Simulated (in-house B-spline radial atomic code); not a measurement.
Ionisation energies along the 35-electron series, configuration [Ar] 3d10 4s2 4p5, as differences of self-consistent energies. Dirac energy differences include first-order Breit, QED and recoil terms. NIST's values go from ground level to ground level; the uncertainty of those that are theory runs from under 0.1 % in few-electron ions to several per cent in heavy many-electron ones. Computed with a B-spline radial code for spherical atoms: Dirac-Hartree-Fock, average of the configuration, finite nuclei.

| ion | configuration after | ionisation energy (eV) | IE/(q+1)² (eV) | Breit and QED recoil part (eV) | tabulated value (eV) | tabulated kind | computed minus tabulated (eV) |
| --- | --- | --- | --- | --- | --- | --- | --- |
| Nd25+ | [Ar] 3d10 4s2 4p4 | 907.9 | 1.343 | -0.70998 | 896 | tabulated theory | 11.9 |
| Pm26+ | [Ar] 3d10 4s2 4p4 | 967.6 | 1.3274 | -0.77377 | 956 | tabulated theory | 11.6 |
| Sm27+ | [Ar] 3d10 4s2 4p4 | 1029.3 | 1.3128 | -0.84119 | 1016 | tabulated theory | 13.3 |
| Eu28+ | [Ar] 3d10 4s2 4p4 | 1092.7 | 1.2993 | -0.91247 | 1078 | tabulated theory | 14.7 |
| Gd29+ | [Ar] 3d10 4s2 4p4 | 1158.0 | 1.2867 | -0.98763 | 1142 | tabulated theory | 16.0 |
| Tb30+ | [Ar] 3d10 4s2 4p4 | 1225.2 | 1.2749 | -1.0669 | 1208 | tabulated theory | 17.2 |
| Dy31+ | [Ar] 3d10 4s2 4p4 | 1294.3 | 1.264 | -1.1502 | 1275 | tabulated theory | 19.3 |
| Ho32+ | [Ar] 3d10 4s2 4p4 | 1365.2 | 1.2537 | -1.238 | 1346 | tabulated theory | 19.2 |
| Er33+ | [Ar] 3d10 4s2 4p4 | 1438.1 | 1.244 | -1.3301 | 1416 | tabulated theory | 22.1 |
| Tm34+ | [Ar] 3d10 4s2 4p4 | 1512.8 | 1.2349 | -1.4268 | 1490 | tabulated theory | 22.8 |
| Yb35+ | [Ar] 3d10 4s2 4p4 | 1589.4 | 1.2264 | -1.5282 | 1564 | tabulated theory | 25.4 |
| Lu36+ | [Ar] 3d10 4s2 4p4 | 1668.0 | 1.2184 | -1.6345 | 1641 | tabulated theory | 27.0 |
| Hf37+ | [Ar] 3d10 4s2 4p4 | 1748.4 | 1.2108 | -1.7457 | 1719 | tabulated theory | 29.4 |
| Ta38+ | [Ar] 3d10 4s2 4p4 | 1830.8 | 1.2037 | -1.8621 | 1799 | tabulated theory | 31.8 |
| W39+ | [Ar] 3d10 4s2 4p4 | 1915.2 | 1.197 | -1.9838 | 1882.9 | semi-empirical | 32.3 |
| Re40+ | [Ar] 3d10 4s2 4p4 | 2001.5 | 1.1907 | -2.111 | 1966 | tabulated theory | 35.5 |
| Os41+ | [Ar] 3d10 4s2 4p4 | 2089.8 | 1.1847 | -2.2438 | 2052 | tabulated theory | 37.8 |

Where a p, d or f electron is removed, the computed value is a mean over both j, so it misses the tabulated one by a part of the spin-orbit splitting; averaging over terms and missing correlation add to the gap, relatively most at low charge.
